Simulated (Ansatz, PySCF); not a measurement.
Noncovalent pair: SiH4 (SMILES [SiH4]) (first 5 atoms) with CH6Si (SMILES C[SiH3]); geometry from B3LYP-D3(BJ)/def2-TZVP, rigid monomers moved along the line of their centres of mass till Si1···H8 is 2.85 Å.
(charge 0, multiplicity 1):
```
atom    x (Å)    y (Å)    z (Å)
----  -------  -------  -------
Si     0.0159  -0.3016   0.1916
H     -1.1782  -0.1975   1.0594
H     -0.3660  -0.0324  -1.2129
H      0.5767  -1.6682   0.2968
H      1.0314   0.6802   0.6308
C      0.8315  -0.7964   3.7203
Si    -0.3853   0.6103   3.9689
H      0.6493  -1.3195   2.7804
H      0.7458  -1.5253   4.5285
H      1.8578  -0.4256   3.7073
H     -0.2163   1.6462   2.9224
H     -0.1701   1.2467   5.2918
H     -1.7805   0.1109   3.9121
```

Interaction energies are E(AB) − E(A) − E(B) at the monomers' geometry in the complex; basis-set methods are counterpoise corrected.

Cores are frozen in the correlated methods.

The values were computed with Ansatz (Gaussian orbitals); PySCF for the dispersion terms. Values without a source in brackets are computed.

Task: Estimate the interaction energy that CCSD(T)/aug-cc-pV(D+d)Z returns for this input.

Result: 0.1 kcal/mol

Task: What is the computed interaction energy (B3LYP/def2-TZVPPD)?

Result: 2.2 kcal/mol

Task: What interaction energy does PBE-D4/def2-TZVPPD give?

Result: -1.0 kcal/mol

Ansatz is a program for electronic structure.
